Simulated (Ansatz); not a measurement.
Basis-set series for `CO[SiH2]Cl`. Charge 0, multiplicity 1. The geometry is a stationary point of PBE0-D4/def2-TZVP. It is one conformer, not always the lowest.

| functional | basis | functions | energy (Eh) | HOMO (eV) | LUMO (eV) |
| --- | --- | --- | --- | --- | --- |
| PBE0-D4 | def2-SVP | 89 | -865.37964 | -8.54 | 1.02 |
| PBE0-D4 | def2-TZVPP | 216 | -865.78468 | -8.66 | 0.49 |
| ωB97M-V | def2-SVP | 89 | -865.68361 | -10.81 | 2.97 |
| ωB97M-V | def2-TZVPP | 216 | -866.09246 | -10.98 | 2.22 |

Problem. Give the rows for def2-QZVPP. (Estimate.)

Solution. Ansatz gave: 
| functional | basis | functions | energy (Eh) | HOMO (eV) | LUMO (eV) |
| --- | --- | --- | --- | --- | --- |
| PBE0-D4 | def2-QZVPP | 404 | -865.81533 | -8.69 | 0.30 |
| ωB97M-V | def2-QZVPP | 404 | -866.12150 | -11.02 | 1.76 |

Positive LUMOs are unbound and depend on the basis.
